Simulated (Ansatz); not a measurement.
Molecular dynamics of C2H5BOS

Input:

```yaml
crystal:
  periodic: [false, false, false]
  atoms:
    - { symbol: O, position_ang: [-2.043413, 0.573392, 0.182052] }
    - { symbol: C, position_ang: [-0.396668, -0.191583, -0.579444] }
    - { symbol: C, position_ang: [0.453091, -0.685249, 0.554773] }
    - { symbol: B, position_ang: [1.69715, 0.004898, -0.120682] }
    - { symbol: S, position_ang: [0.697179, 1.075141, -1.177749] }
    - { symbol: H, position_ang: [-2.120171, 1.400854, -0.314673] }
    - { symbol: H, position_ang: [-1.689433, -0.180259, -0.637024] }
    - { symbol: H, position_ang: [0.198294, -0.112064, 1.463347] }
    - { symbol: H, position_ang: [0.401911, -1.759079, 0.790983] }
    - { symbol: H, position_ang: [2.885159, -0.177151, -0.158482] }
basis:
  gaussian: { orbitals: def2-SVP }
hamiltonian:
  xc: pbe0
  dispersion: d4
md:
  timestep: 0.5
  n_steps: 200
  ensemble: nve
  temperature: 100.0
  initial_velocities: maxwell_boltzmann
  seed: 7091
```

Command:

```bash
$ ansatz run input.yaml --threads 2 --pin off --max-ram 3072MiB --backend cpu --events-out ev --progress --plain --runs-dir out
```

It starts at the highest image of a converged band. Of that band: The profile has 2 maxima (images 2, 5) with wells between them (image 3): this band takes more than one step, which may be the mechanism or a detour left from its start path. A structure lower than the last end lies on the path between it and the top, so the climb from that side starts below the end, which may itself be a saddle point or a shallow side well. Neighbouring images differ by up to 2.2 eV, so the band resolves the path poorly. A vibrational analysis at the climbing image gives one clearly imaginary mode, 1130i cm⁻¹: a first-order saddle point.

Output, in part (step lines, the closing report, with atoms numbered from 0):

```
md step     0: t =     0.00 fs  T =   100.0 K  F+E_penalty+E_count = -15694.40878184 eV  E_kin = 0.103408 eV  conserved = -15694.30537384 eV  (29 SCF iters)
md step     1: t =     0.50 fs  T =    97.2 K  F+E_penalty+E_count = -15694.40581293 eV  E_kin = 0.100487 eV  conserved = -15694.30532638 eV  (27 SCF iters)
md step     2: t =     1.00 fs  T =    90.1 K  F+E_penalty+E_count = -15694.39835346 eV  E_kin = 0.093163 eV  conserved = -15694.30519071 eV  (27 SCF iters)
md step     3: t =     1.50 fs  T =    80.8 K  F+E_penalty+E_count = -15694.38853761 eV  E_kin = 0.083514 eV  conserved = -15694.30502409 eV  (27 SCF iters)
md step     4: t =     2.00 fs  T =    71.6 K  F+E_penalty+E_count = -15694.37896212 eV  E_kin = 0.074061 eV  conserved = -15694.30490124 eV  (27 SCF iters)
md step     5: t =     2.50 fs  T =    64.5 K  F+E_penalty+E_count = -15694.37154590 eV  E_kin = 0.066675 eV  conserved = -15694.30487061 eV  (27 SCF iters)
md step     6: t =     3.00 fs  T =    59.8 K  F+E_penalty+E_count = -15694.36678854 eV  E_kin = 0.061862 eV  conserved = -15694.30492699 eV  (27 SCF iters)
md step     7: t =     3.50 fs  T =    56.9 K  F+E_penalty+E_count = -15694.36384053 eV  E_kin = 0.058820 eV  conserved = -15694.30502053 eV  (27 SCF iters)
[... lines left out ...]
Total energy: -15694.47127292 eV, -576.7611811849 hartree
Atom 0 at    -2.771578     0.962374     0.399094 Å, force     1.051118    -0.151666    -1.095924 eV/Å
Atom 1 at     0.079758    -0.537530    -0.906641 Å, force     0.170027    -0.369045     0.026339 eV/Å
Atom 2 at     0.688700    -0.843970     0.446779 Å, force     0.198873     0.337102    -0.059870 eV/Å
Atom 3 at     1.811652     0.184108     0.038542 Å, force    -0.123211    -0.206085    -0.149472 eV/Å
Atom 4 at     0.779506     1.014664    -1.198329 Å, force    -0.134421     0.533385     0.107991 eV/Å
Atom 5 at    -2.185877     1.100710    -0.385800 Å, force    -0.727355     0.092867     0.898624 eV/Å
Atom 6 at    -2.876906     0.004802     0.342472 Å, force    -0.191303    -0.033341     0.149210 eV/Å
Atom 7 at     0.035196    -0.381690     1.215767 Å, force     0.048148    -0.266828    -0.152225 eV/Å
Atom 8 at     0.912384    -1.912483     0.624401 Å, force    -0.259317     0.227182     0.295706 eV/Å
Atom 9 at     3.017655     0.202124     0.035044 Å, force    -0.032559    -0.163571    -0.020378 eV/Å
Dipole moment:     0.369973    -0.138961     0.112381 e Å
```

The steps, from the saved trajectory:

```tsv
time (fs)	T (K)	potential energy less start (eV)	conserved less start (meV/atom)
0.0	100	0.000	0.00
3.0	60	0.042	0.04
6.0	38	0.065	0.05
9.0	60	0.041	0.03
12.0	99	0.001	0.02
15.0	105	-0.004	0.05
18.0	160	-0.062	0.03
21.0	229	-0.134	0.01
24.0	254	-0.159	0.04
27.0	272	-0.178	0.02
30.0	290	-0.197	0.02
33.0	301	-0.208	0.03
36.0	289	-0.195	0.04
39.0	298	-0.205	0.02
42.0	292	-0.198	0.02
45.0	251	-0.156	0.05
48.0	245	-0.150	0.03
51.0	255	-0.161	0.01
54.0	244	-0.148	0.04
57.0	242	-0.146	0.04
60.0	269	-0.174	0.01
63.0	270	-0.175	0.02
66.0	246	-0.150	0.06
69.0	293	-0.200	0.01
72.0	315	-0.222	0.00
75.0	272	-0.177	0.05
78.0	254	-0.158	0.04
81.0	276	-0.182	0.00
84.0	251	-0.156	0.03
87.0	197	-0.100	0.06
90.0	191	-0.094	0.02
93.0	190	-0.093	0.02
96.0	164	-0.066	0.06
99.0	165	-0.067	0.02
```

All steps were run. The conserved energy stayed within 0.065 meV per atom of its start (net change 0.04 meV per atom), so the integration is sound. The system heated up, since it started high on the potential surface and ran downhill. A run of 0.1 ps of so small a system gives no equilibrium averages. The orbitals stay closed-shell, which can raise the energy where a bond breaks towards radicals; this wasn't checked here.

The step under study would form O1–H7 and break C2–H7. These pairs go: O1–H7 1.17 → 0.97 Å, C2–H7 1.29 → 3.26 Å. In the last frame they stand as after the step (other bonds may differ from the relaxed reactants and products). It ends as C2H3BS + H2O. Pairs count as bonded within 1.25 times the sum of covalent radii (0.12 Å more for H–H).

Last frame:

```xyz
10
Properties=species:S:1:pos:R:3
O -2.772 0.962 0.399
C 0.080 -0.537 -0.907
C 0.689 -0.844 0.447
B 1.812 0.184 0.038
S 0.779 1.015 -1.198
H -2.186 1.101 -0.386
H -2.877 0.005 0.343
H 0.035 -0.382 1.216
H 0.912 -1.913 0.624
H 3.018 0.202 0.035
```

The run took 6.4 min on 2 threads of Arm Neoverse V2 (shared host), peak memory 0.2 GiB.
